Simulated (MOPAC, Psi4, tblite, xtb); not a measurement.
Interaction energy of CS2 ··· H2Se (SMILES S=C=S and [SeH2]). Monomers: optimised at B3LYP-D3(BJ) (def2-TZVP), held rigid. Orientation: lowest of the rigid-body minima from ten starts at GFN2-xTB. R is the distance of the centres of mass, along which the second monomer moves.

- GFN2-xTB (tblite)
- AM1, restricted, heats of formation (MOPAC)
- GFN1-xTB (xtb)
- SAPT0/jun-cc-pVDZ, frozen core (Psi4)

Interaction energies in kJ/mol; the last columns give the difference from SAPT0:

```
R / Å  GFN2-xTB    AM1  GFN1-xTB  SAPT0/jun-cc-pVDZ  GFN2-xTB − SAPT0/jun-cc-pVDZ  AM1 − SAPT0/jun-cc-pVDZ  GFN1-xTB − SAPT0/jun-cc-pVDZ
-----  --------  -----  --------  -----------------  ----------------------------  -----------------------  ----------------------------
2.87       5.05  -5.98      5.15              33.56                        -28.50                   -39.53                        -28.40
3.06      -4.90  -3.43     -0.56              13.98                        -18.88                   -17.42                        -14.55
3.28      -9.26  -1.54     -3.11               2.58                        -11.84                    -4.12                         -5.69
3.50     -10.16  -0.71     -3.75              -2.20                         -7.96                     1.48                         -1.56
3.71      -9.64  -0.43     -3.71              -3.67                         -5.97                     3.24                         -0.04
3.93      -8.47  -0.34     -3.44              -3.74                         -4.73                     3.40                          0.31
4.22      -6.72  -0.31     -2.99              -3.06                         -3.66                     2.75                          0.07
4.54      -5.05  -0.28     -2.49              -2.20                         -2.85                     1.92                         -0.29
5.03      -3.20  -0.22     -1.80              -1.26                         -1.93                     1.04                         -0.53
5.72      -1.68  -0.13     -1.04              -0.58                         -1.10                     0.45                         -0.46
6.69      -0.73  -0.06     -0.45              -0.21                         -0.52                     0.14                         -0.25
8.00      -0.28  -0.03     -0.16              -0.06                         -0.22                     0.03                         -0.10
```

GFN2-xTB is furthest from SAPT0/jun-cc-pVDZ at 2.87 (-28.50 kJ/mol, below); its mean absolute difference over the points is 7.35 kJ/mol.

AM1 is furthest from SAPT0/jun-cc-pVDZ at 2.87 (-39.53 kJ/mol, below); its mean absolute difference over the points is 6.29 kJ/mol.

GFN1-xTB is furthest from SAPT0/jun-cc-pVDZ at 2.87 (-28.40 kJ/mol, below); its mean absolute difference over the points is 4.35 kJ/mol.
